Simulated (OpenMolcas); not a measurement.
**Xe3+: terms and fine structure**

```json
{
 "Program": "OpenMolcas",
 "Method": "CASSCF",
 "Basis": "ANO-RCC-VQZP [8s7p5d3f2g]",
 "Scalar Hamiltonian": "DKH2, point nucleus",
 "Active space": "5 electrons in 4 orbitals (5s 5p)",
 "State averaging": "2S+1 = 4 odd, 1 root; 2S+1 = 2 odd, 11 roots; 2S+1 = 4 even, 3 roots; 2S+1 = 2 even, 9 roots",
 "Spin-orbit coupling": "state interaction with AMFI integrals over the reference wave functions, term energies averaged over their components"
}
```

Spin-free terms above the lowest, with the occupations of the reference:

```json
{"Configuration": "5s² 5p³", "Term": "⁴S°", "E (eV)": "0.0000", "Occupations": "5s 2.00 5p 3.00"}
{"Configuration": "5s² 5p³", "Term": "²D°", "E (eV)": "2.3851", "Occupations": "5s 2.00 5p 3.00"}
{"Configuration": "5s² 5p³", "Term": "²P°", "E (eV)": "3.4162", "Occupations": "5s 1.97 5p 3.04"}
{"Configuration": "5s 5p⁴", "Term": "⁴P", "E (eV)": "13.0871", "Occupations": "5s 1.00 5p 4.00"}
{"Configuration": "5s 5p⁴", "Term": "²D", "E (eV)": "17.5749", "Occupations": "5s 1.00 5p 4.00"}
{"Configuration": "5s 5p⁴", "Term": "²S", "E (eV)": "19.9349", "Occupations": "5s 1.00 5p 4.00"}
{"Configuration": "5s 5p⁴", "Term": "²P", "E (eV)": "21.7411", "Occupations": "5s 1.00 5p 4.00"}
{"Configuration": "5p⁵", "Term": "²P°", "E (eV)": "34.3161", "Occupations": "5s 0.04 5p 4.96"}
```

With spin-orbit coupling, above the lowest level:

```json
{"Configuration": "5s² 5p³", "Term": "⁴S°", "J": "3/2", "E (eV)": "0.0000", "Measured (eV)": "0.0000", "g": "1.933", "Term weight %": "91", "Second": "8 ²P°"}
{"Configuration": "5s² 5p³", "Term": "²D°", "J": "3/2", "E (eV)": "2.1110", "Measured (eV)": "1.6449", "g": "0.974", "Term weight %": "74", "Second": "20 ²P°"}
{"Configuration": "5s² 5p³", "Term": "²D°", "J": "5/2", "E (eV)": "2.6743", "Measured (eV)": "2.1711", "g": "1.200", "Term weight %": "100", "Second": ""}
{"Configuration": "5s² 5p³", "Term": "²P°", "J": "1/2", "E (eV)": "3.7223", "Measured (eV)": "3.4761", "g": "0.666", "Term weight %": "100", "Second": ""}
{"Configuration": "5s² 5p³", "Term": "²P°", "J": "3/2", "E (eV)": "4.5478", "Measured (eV)": "4.4200", "g": "1.229", "Term weight %": "72", "Second": "24 ²D°"}
{"Configuration": "5s 5p⁴", "Term": "⁴P", "J": "5/2", "E (eV)": "12.7968", "Measured (eV)": "12.3567", "g": "1.594", "Term weight %": "98", "Second": ""}
{"Configuration": "5s 5p⁴", "Term": "⁴P", "J": "3/2", "E (eV)": "13.6613", "Measured (eV)": "13.2568", "g": "1.729", "Term weight %": "99", "Second": ""}
{"Configuration": "5s 5p⁴", "Term": "⁴P", "J": "1/2", "E (eV)": "13.9842", "Measured (eV)": "13.5458", "g": "2.650", "Term weight %": "97", "Second": "3 ²S"}
{"Configuration": "5s 5p⁴", "Term": "²D", "J": "3/2", "E (eV)": "17.7913", "Measured (eV)": "15.1173", "g": "0.818", "Term weight %": "97", "Second": "2 ²P"}
{"Configuration": "5s 5p⁴", "Term": "²D", "J": "5/2", "E (eV)": "17.9572", "Measured (eV)": "15.5569", "g": "1.208", "Term weight %": "98", "Second": ""}
{"Configuration": "5s 5p⁴", "Term": "²S", "J": "1/2", "E (eV)": "20.1582", "Measured (eV)": "18.6890", "g": "1.892", "Term weight %": "88", "Second": "10 ²P"}
{"Configuration": "5s 5p⁴", "Term": "²P", "J": "3/2", "E (eV)": "21.8183", "Measured (eV)": "20.5808", "g": "1.322", "Term weight %": "97", "Second": "2 ²D"}
{"Configuration": "5s 5p⁴", "Term": "²P", "J": "1/2", "E (eV)": "22.9468", "Measured (eV)": "22.0631", "g": "0.797", "Term weight %": "90", "Second": "9 ²S"}
{"Configuration": "5p⁵", "Term": "²P°", "J": "3/2", "E (eV)": "34.1246", "Measured (eV)": "", "g": "1.334", "Term weight %": "100", "Second": ""}
{"Configuration": "5p⁵", "Term": "²P°", "J": "1/2", "E (eV)": "35.5702", "Measured (eV)": "", "g": "0.666", "Term weight %": "100", "Second": ""}
```

Against the 12 measured excited levels shown (Saloman, J. Phys. Chem. Ref. Data 33, 765 (2004)) the mean absolute deviation is 7600 cm-1; the largest miss in energy is 5s 5p⁴ ²D_3/2: computed 17.7913, measured 15.1173 eV (+17.7 %), and the largest in proportion 5s² 5p³ ²D°_3/2 [74 %] (+28.3 %).

Spin-orbit coupling puts the lowest level 0.2892 eV below the lowest spin-free term.

Terms of s pⁿ other than that of highest spin mix with s² pⁿ⁻² d, which this space lacks; all of them can be thousands of cm-1 off, and some have no real level of that name. Computed and measured levels are paired by configuration, term and J; levels that our copy of the source lacks, or whose pairing is in doubt (as where it misses far off the trend of its configuration), stay unpaired and out of the deviations. Only configurations of the active space appear.

The term weight is that of the spin-free term in the level, not the purity of its configuration. A share in square brackets marks a mixed level and gives the weight of the term that names it. ° marks odd parity.
